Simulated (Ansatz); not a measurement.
Stepwise reaction of `[OH][Ta]([OH])([Cl])([Cl])[Cl]` with water, as a gas-phase model of exchange steps in deposition or etching. ΔE in kJ/mol; ΔG adds harmonic PBE0-D4 terms to CCSD(T)/CBS, at 1 bar.

Program: Ansatz. Geometries: PBE0-D4/def2-TZVP. ΔE: electronic, gas phase. CCSD(T)/CBS adds triple-zeta CCSD(T) − MP2 to the extrapolated MP2 energy (def2 sets, frozen cores). This one scheme is used for every species. Functionals use def2-TZVPP. B3LYP here is the variant with VWN-RPA as its local correlation; programs differ in this. Elements past krypton have def2 core potentials. For Ta outer-core shells are correlated without core-valence functions, which leaves a few kJ/mol of doubt a bond. Each species was taken in one conformer, which may not be the lowest.

| step | reaction | PBE-D4 | B3LYP-D4 | ωB97M-V | CCSD(T)/CBS | ΔG(500 K) |
| --- | --- | --- | --- | --- | --- | --- |
| 1 | `[OH][Ta]([OH])([Cl])([Cl])[Cl]` + H₂O → `[OH][Ta]([OH])([OH])([Cl])[Cl]` + HCl | 3.1 | -1.4 | -5.4 | -0.8 | -8.1 |
| 2 | `[OH][Ta]([OH])([OH])([Cl])[Cl]` + H₂O → `[OH][Ta]([OH])([OH])([OH])[Cl]` + HCl | 14.3 | 9.6 | 7.8 | 12.5 | 11.6 |
| 3 | `[OH][Ta]([OH])([OH])([OH])[Cl]` + H₂O → `[OH][Ta]([OH])([OH])([OH])[OH]` + HCl | 42.5 | 40.1 | 43.7 | 46.0 | 36.2 |

By hand: ΔE of the 3 steps together at CCSD(T)/CBS.

(-0.8) + (12.5) + (46.0) = 57.7 kJ/mol, or 19.2 kJ/mol a step.

In ΔE each step is higher than the one before. ΔG lies between -8.1 and 36.2 kJ/mol a step. PBE-D4 differs from CCSD(T)/CBS by -3.5 to 3.9 kJ/mol a step. Only this route is followed, and other bonds may react first. Isolated molecules leave out the surface, adducts and barriers. Largest T1 diagnostic: 0.018.
